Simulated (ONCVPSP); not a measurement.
## Before and after: ONCV potential for mercury

ONCVPSP 4.0.1 input, shortened (lines: element, Z, core and valence counts, functional; n l f; lmax; l rc ep ncon nbas qcut; lloc lpopt rc5 dvloc0; l nproj debl; icmod fcfact rcfact), PW91, scalar-relativistic:

```
  Hg 80.00   12    2  -109134      upf
    1    0    2.00
    2    0    2.00
    2    1    6.00
    3    0    2.00
    3    1    6.00
    3    2   10.00
    4    0    2.00
    4    1    6.00
    4    2   10.00
    4    3   14.00
    5    0    2.00
    5    1    6.00
    5    2   10.00
    6    0    2.00
    2
    0    2.40    0.00    3    7    2.40
    1    2.55    0.08    3    6    3.90
    2    1.75    0.00    5   10   10.30
    2    5    1.75    0.00
    0    3    3.00
    1    2    2.00
    2    0    2.00
    3    3.75    1.15
```

In the p channel the program set the typed energies aside and used 0.050, 2.050 Ha.

All-electron outer shells of the reference configuration (PW91, scalar-relativistic, ld1.x):

```tsv
shell	level (eV)	outermost node (bohr)	outermost maximum (bohr)
5p	-66.59	0.50	0.93
5d	-9.92	0.55	1.17
6s	-6.89	1.08	2.21
```

Change: core correction Teter function, fcfact 7.7, rcfact 1.15.

Cutoffs: the cutoffs (Ha) at which the residual kinetic energy of the hardest occupied pseudo-wave falls to 1 and 0.1 mHa per electron; they do not see the model core or the augmentation charge, which bear on the density cutoff. Errors are all-electron minus pseudo energies relative to the spin-unpolarised reference configuration.

Task: How do hardness, ghosts and transferability respond?

Result: The potential gets neither clearly harder nor softer (22 Ha and 27 Ha → 22 Ha and 27 Ha); of the 4 tests that both files solve, the error grows in 2 and shrinks in 0 by more than 15 % and 0.3 meV (median size 4.8 → 6.8 meV); neither file shows a bound ghost. A model core, the more so a compact one, raises the density cutoff, which this test does not measure.

```tsv
quantity	base	changed
cutoff, loose	22 Ha	22 Ha
cutoff, tight	27 Ha	27 Ha
bound ghosts	none	none
GHOST(+) flags under 300 eV	p at 42.6 eV, s at 99.0 eV	p at 42.6 eV, s at 99.0 eV
error for 5d10 6s1, meV [ΔE 10.77 eV]	-2.2	-2.8
error for 5d10 6s0, meV [ΔE 29.84 eV]	-7.3	-11
error for 5d9 6s0, meV [ΔE 65.45 eV]	-94	-101
error for 5d10 6s1.5, meV [ΔE 4.40 eV]	-0.7	-0.8
s: phases at 2.44 bohr within 0.05 rad from the reference energy up to (Ha; the scan ends near 5)	3.6	3.6
p: phases at 2.59 bohr within 0.05 rad from the reference energy up to (Ha; the scan ends near 5)	1.6	1.6
d: phases at 1.77 bohr within 0.05 rad from the reference energy up to (Ha; the scan ends near 5)	2.6	2.6
rms error of d²Exc/dni dnj with the model core, mHa	2.74	1.67
```
